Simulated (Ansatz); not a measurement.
Two structures of SiH3F3, singlet, reached by relaxing down either side of one saddle point (PBE0-D4/def2-TZVP). Energies are electronic, without zero-point energy. Computed with Ansatz 0.2.0 (basis: def2-TZVPP and def2-QZVPP); correlated methods freeze the cores. Extrapolation: Hartree–Fock as exp(−7.88 √X), correlation as X^−2.97. First:

```
7
angstrom
Si 0.1930 0.9436 -0.3234
F 1.5141 0.1386 -0.0388
F -0.6715 0.1289 -1.3546
F -0.6163 1.0593 1.0200
H 0.5046 2.2704 -0.8507
H -0.1460 -2.2684 0.9723
H -0.7779 -2.2723 0.5752
```

Second:

Si1  (-0.640, 0.241, -0.606)
F2  (2.039, -0.941, 1.266)
F3  (-1.993, 1.024, -0.854)
F4  (-0.282, 0.423, 0.946)
H5  (0.432, 0.869, -1.394)
H6  (1.306, -0.423, 1.495)
H7  (-0.861, -1.193, -0.853)
(Å)

(1) Which bonds change from the first to the second?

(2) Give the saddle point's structure and its height above each. (To be estimated.)

No T1 diagnostic of these runs exceeds 0.013.

Results:

(1) SiHF₃ ([F][SiH]([F])[F]) + H₂ → SiH₂F₂ ([F][SiH2][F]) + HF; bonds formed: Si1–H7, F2–H6; bonds broken: Si1–F2, H6–H7.

(2) Computed: 63.47 kcal/mol above the first and 33.28 kcal/mol above the second (CCSD(T) at an estimated basis limit (MP2 extrapolated from triple and quadruple zeta, plus CCSD(T) − MP2 in triple zeta)).
| atom | x (Å) | y (Å) | z (Å) |
| --- | --- | --- | --- |
| Si1 | -0.1652 | 0.3461 | -0.1821 |
| F2 | 1.3571 | -0.2920 | 0.7546 |
| F3 | -1.5113 | 0.2109 | -1.0388 |
| F4 | -0.6511 | 1.1466 | 1.0874 |
| H5 | 0.7245 | 1.0065 | -1.1356 |
| H6 | 0.5574 | -1.1211 | 0.4783 |
| H7 | -0.3113 | -1.2970 | 0.0362 |

Labels in which every atom is bracketed show which atoms are joined, not bond orders.

For scale, one of the runs: CCSD(T)/def2-TZVPP, 177 basis functions, launched by `ansatz run in.yaml --threads 2 --pin off --events-out ev --progress --plain --max-ram 4352MiB`. Time: 59 s of wall clock on 2 CPU threads; the host was shared. Peak host memory: 1.8 GiB.
